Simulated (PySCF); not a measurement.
What does the PBE0-D3(BJ)/def2-SVP structure of `CO[C@@H]1[C@H](F)CC12CCC2` look like in three dimensions?

```
atom  x, y, z in Å
C1     2.740    0.130   -1.065
O2     1.481   -0.391   -0.745
C3     0.683    0.463    0.009
C4     0.947    0.365    1.529
F5     2.222    0.069    1.926
C6    -0.089   -0.748    1.617
C7    -0.674   -0.219    0.299
C8    -1.317   -1.055   -0.811
C9    -2.231    0.144   -1.132
C10   -1.898    0.717    0.260
H11    2.651    1.063   -1.657
H12    3.261   -0.620   -1.676
H13    3.345    0.340   -0.168
H14    0.659    1.480   -0.434
H15    0.625    1.283    2.049
H16    0.405   -1.717    1.450
H17   -0.740   -0.803    2.502
H18   -0.637   -1.428   -1.590
H19   -1.881   -1.902   -0.389
H20   -1.817    0.767   -1.939
H21   -3.287   -0.060   -1.360
H22   -1.721    1.801    0.350
H23   -2.645    0.421    1.014
```

Any rigid rotation of these coordinates is as good. Atoms count from 1 in this order. Of the pairs four or more bonds apart, F5···H13 is among the closest relative to their van der Waals radii: 2.39 Å, 90 % of the sum of Bondi's values. The 4-membered ring C7–C8–C9–C10 has internal angles of 88.2° to 88.8°; it is puckered, 0.12 Å rms from its mean plane, widest ring torsion 18°. O2 (ether oxygen) is bent (angle 114.3°). The 4-membered ring C3–C4–C6–C7 has internal angles of 86.4° to 89.2°; it is puckered, 0.14 Å rms from its mean plane, widest ring torsion 21°.

Bonds between heavy atoms (Å): C1–O2 1.400, O2–C3 1.391, C3–C4 1.547, C4–F5 1.368, C4–C6 1.523, C6–C7 1.537, C7–C8 1.531, C8–C9 1.541, C9–C10 1.541, C3–C7 1.546, C7–C10 1.541.

Method used: PBE0-D3(BJ)/def2-SVP geometry optimisation, gas phase in PySCF.

Point group: C1 (no symmetry element, even within 0.4 Å). Not checked by PBE0-D3(BJ)/def2-SVP frequencies. The numbers are those of one conformer (C1–O2–C3–C4 -85°).
